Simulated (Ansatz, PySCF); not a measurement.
SbClBr2, SMILES [Br][Sb]([Br])[Cl]. Atoms are numbered in the order given.

```xyz
4

Sb     0.6566     0.4693     0.0000
Cl    -0.9694     2.2036     0.0000
Br    -0.2560    -0.8958     1.9212
Br    -0.2560    -0.8958    -1.9212
```

Coordinates come from a r2SCAN-D4/def2-SVP optimisation. The structure was generated by enumeration; whether it is a known compound was not checked. The def2 effective core potentials stand for the cores of Sb; spin–orbit coupling is left out.

Two levels are set side by side: PBE-D3(BJ)/def2-SVP (Ansatz, a quantum-chemistry and plane-wave program) and r2SCAN-D4/def2-SVP (Ansatz). Each level has its own optimised geometry; the coordinates shown are those of the second. Frequencies come from the Hessian of PySCF at each geometry. Differences are taken from unrounded values.

```csv
quantity,r2SCAN-D4
mean bond length (Å),2.477
bond Sb1–Cl2 (Å),2.377
bond Sb1–Br3 (Å),2.527
bond Sb1–Br4 (Å),2.527
highest harmonic wavenumber (cm⁻¹),363
mean harmonic wavenumber (cm⁻¹),192
zero-point energy (kcal/mol),1.65
```

**Question.** What does PBE-D3(BJ) give, and how far is it from r2SCAN-D4? (The exact figures need the calculation; the answer reports its results.)

**Answer.** 
```
quantity                            PBE-D3(BJ)  PBE-D3(BJ) minus r2SCAN-D4
----------------------------------  ----------  --------------------------
mean bond length (Å)                     2.494                       0.017
bond Sb1–Cl2 (Å)                         2.393                       0.016
bond Sb1–Br3 (Å)                         2.545                       0.017
bond Sb1–Br4 (Å)                         2.545                       0.017
highest harmonic wavenumber (cm⁻¹)         352                         -11
mean harmonic wavenumber (cm⁻¹)            185                          -8
zero-point energy (kcal/mol)              1.59                       -0.06
```
